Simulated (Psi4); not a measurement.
Level of theory: SAPT0/jun-cc-pVDZ, frozen core run with Psi4.

Psi4 input:

```
molecule {
0 1
C -0.59193735 -0.08692488 0.01178638
C 0.59193887 0.08691963 -0.01178984
H -1.64312104 -0.24119640 0.03272991
H 1.64311952 0.24120164 -0.03272645
--
0 1
C 0.51118825 3.95935701 3.76673789
C 0.54002010 2.85202652 4.65772231
C 0.35297981 1.71584944 3.90812986
N 0.21283966 2.09998575 2.59969730
C 0.30743818 3.46402753 2.50147407
H 0.62668584 4.99849846 4.02512506
H 0.68171363 2.88613580 5.72480951
H 0.30870199 0.67959410 4.19485672
H 0.06318941 1.47548113 1.82843109
H 0.22317155 3.96381174 1.55220475
units angstrom
symmetry c1
no_reorient
no_com
}
set basis jun-cc-pvdz
set scf_type df
set freeze_core true
energy('sapt0')
```

Part of the output:

```
    SAPT Results
  --------------------------------------------------------------------------------------------------------
    Electrostatics                 -7.33601200 [mEh]      -4.60341703 [kcal/mol]     -19.26069686 [kJ/mol]
      Elst10,r                     -7.33601200 [mEh]      -4.60341703 [kcal/mol]     -19.26069686 [kJ/mol]

    Exchange                        8.87610285 [mEh]       5.56983863 [kcal/mol]      23.30420483 [kJ/mol]
      Exch10                        8.87610285 [mEh]       5.56983863 [kcal/mol]      23.30420483 [kJ/mol]
      Exch10(S^2)                   8.81265246 [mEh]       5.53002291 [kcal/mol]      23.13761586 [kJ/mol]

    Induction                      -2.29444394 [mEh]      -1.43978531 [kcal/mol]      -6.02406174 [kJ/mol]
      Ind20,r                      -3.75633186 [mEh]      -2.35713383 [kcal/mol]      -9.86224794 [kJ/mol]
      Exch-Ind20,r                  2.59085571 [mEh]       1.62578651 [kcal/mol]       6.80229074 [kJ/mol]
      delta HF,r (2)               -1.12896780 [mEh]      -0.70843799 [kcal/mol]      -2.96410454 [kJ/mol]

    Dispersion                     -3.38140985 [mEh]      -2.12186671 [kcal/mol]      -8.87789034 [kJ/mol]
      Disp20                       -4.00685078 [mEh]      -2.51433682 [kcal/mol]     -10.51998528 [kJ/mol]
      Exch-Disp20                   0.62544093 [mEh]       0.39247011 [kcal/mol]       1.64209494 [kJ/mol]
      Disp20 (SS)                  -2.00342539 [mEh]      -1.25716841 [kcal/mol]      -5.25999264 [kJ/mol]
      Disp20 (OS)                  -2.00342539 [mEh]      -1.25716841 [kcal/mol]      -5.25999264 [kJ/mol]
      Exch-Disp20 (SS)              0.37604098 [mEh]       0.23596927 [kcal/mol]       0.98729544 [kJ/mol]
      Exch-Disp20 (OS)              0.24939996 [mEh]       0.15650084 [kcal/mol]       0.65479950 [kJ/mol]

  Total HF                         -0.75435309 [mEh]      -0.47336371 [kcal/mol]      -1.98055377 [kJ/mol]
  Total SAPT0                      -4.13576294 [mEh]      -2.59523043 [kcal/mol]     -10.85844411 [kJ/mol]
```
